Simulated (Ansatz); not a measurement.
Species: C5H7, net charge -1, singlet state. It need not be the lowest isomer of its formula. Whether it binds its extra electron was not tested at this geometry. SMILES: C=C/[C-]=C\C
Geometry from a B3LYP-D3(BJ)/def2-TZVP (Ansatz, a quantum-chemistry and plane-wave program) optimisation:
```
C
C 1 1.3311
H 2 1.0985 1 120.48
C 1 1.4076 2 129.63 3 -179.98
C 4 1.3698 1 131.45 2 -87.50
H 5 1.0844 4 121.16 1 -170.07
H 5 1.0850 6 117.18 4 -174.48
H 4 1.0972 5 114.84 6 2.95
C 2 1.5216 3 112.92 1 -179.65
H 9 1.0922 2 110.28 3 -175.62
H 9 1.1004 10 107.82 2 -122.85
H 9 1.1011 10 108.14 11 -114.27
```
Charge -1, spin multiplicity 1.

Q: Give the harmonic wavenumbers at B3LYP-D3(BJ)/def2-TZVP (Ansatz, finite differences of forces, unscaled).

A: 110, 150, 218, 284, 477, 567, 595, 695, 789, 833, 946, 953, 1035, 1068, 1095, 1272, 1347, 1363, 1425, 1479, 1483, 1540, 1695, 2933, 2949, 2957, 2995, 3072, 3104, 3174 cm⁻¹. Zero-point energy 60.9 kcal/mol.

Q: From these and the geometry, give the ideal-gas thermochemistry at 298.15 K and 1 atm (rigid rotor, harmonic oscillator).

A: Point group C1, rotational symmetry number 1. Rotational constants 11.42, 3.087, 2.668 GHz. S(trans) 38.53, S(rot) 25.64, S(vib) 12.40, S(elec, spin only) 0.00, S 76.6 cal/(mol K). H(298) - H(0) 4.51 kcal/mol; G - E(el) 42.6 kcal/mol.
